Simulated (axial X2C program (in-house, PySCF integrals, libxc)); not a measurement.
# NbH: from Re and ωe to a spectrum

A bond curve at the PBE0 level, with spin–orbit coupling, was computed with an axial X2C code built on PySCF integrals (basis Nb dyall-cv3z [11s12p9d5f3g], H dyall-v3z [6s2p1d] (cores contracted in-house)) for the state Ω = 1 (⟨Sz⟩ = 2.00, ⟨Lz⟩ = -1.00 at PBE0). Its fit gives Re = 1.7827 Å, ωe = 1707.7 cm⁻¹, ωexe = 25.2 cm⁻¹ and αe = 1.248e-01 cm⁻¹; the masses are 92.9064 and 1.0078 u. Two-component means X2C with spin–orbit coupling and atomic mean-field Coulomb and Gaunt terms.

Find the reduced mass, Be and the force constant.

From the PBE0 values: μ = 0.9970 u. Be = 16.8576/(μ Re²) = 5.32 cm⁻¹. k = 5.8918×10⁻⁷ μ ωe² = 1.71 mdyn/Å.

Scale the constants to the deuteride (D 2.0141 u) within the Born–Oppenheimer picture.

ρ = √(μH/μD) = 0.7111; ωe = 1214.4, ωexe = 12.7, Be = 2.691 cm⁻¹; the zero-point energy falls by 244 cm⁻¹.

A Morse curve ties αe to the other constants (Pekeris). How well does that hold?

αe(Morse) = 6Be²/ωe × (√(ωexe/Be) − 1) = 1.170e-01 cm⁻¹; the PBE0 curve gives 1.248e-01 cm⁻¹, a ratio of 0.94.

The dipole moment p changes by 2.57 D/Å at Re. What harmonic infrared intensity follows?

I = 42.256 × (dp/dR)²/μ = 280 km/mol.

Where do the fundamental and the first overtone lie?

ν(1←0) = ωe − 2ωexe = 1657.3 cm⁻¹; ν(2←0) = 2ωe − 6ωexe = 3264.2 cm⁻¹.

Occupations by symmetry block were frozen at the best pattern of an incomplete PBE0 search. Density functionals use the spin component along the axis (collinear). Without a current term, density functionals place determinants with orbital angular momentum somewhat too high. With several unpaired electrons one determinant need not be a pure state. Open-shell Ω = 0 determinants with evenly filled partner blocks cannot be reached by this program, so the Ω shown need not be the lowest component. The lowest spin-free determinant has another configuration (M_S = 2, Λ = 2), so the order of states is uncertain and this need not be the ground state.
